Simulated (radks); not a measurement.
Problem. The mean radii <r> (bohr) of the occupied orbitals of an atom or ion are listed with their occupations. Method: scalar-relativistic Kohn-Sham, LB94 model potential, spin-unpolarised, spherical densities, finite nucleus; Fermi nuclear charge, rms radius of each element as measured or else 0.836 A^(1/3) + 0.57 fm; computed with a radial shooting solver on a logarithmic mesh with Libxc functionals.

| orbital | occ. | <r> |
|---|---|---|
| 1s | 2 | 0.02554 |
| 2s | 2 | 0.1095 |
| 2p | 6 | 0.09594 |
| 3s | 2 | 0.2916 |
| 3p | 6 | 0.2894 |
| 3d | 10 | 0.2658 |
| 4s | 2 | 0.6745 |
| 4p | 6 | 0.7161 |
| 4d | 10 | 0.7979 |
| 5s | 2 | 1.618 |
| 5p | 6 | 1.895 |
| 6s | 2 | 4.430 |

Name the element and its charge.

Solution. Z = 56, barium, charge 0: Ba in [Xe] 6s2. The 1s radius gives Z: for a bare nucleus <r> = (2 gamma + 1)/(2Z) with gamma = sqrt(1 - (Z/c)^2), 0.02523 bohr for Z = 56, and screening makes it slightly larger (0.02554 here). The occupations add up to 56, and the charge is Z minus that.
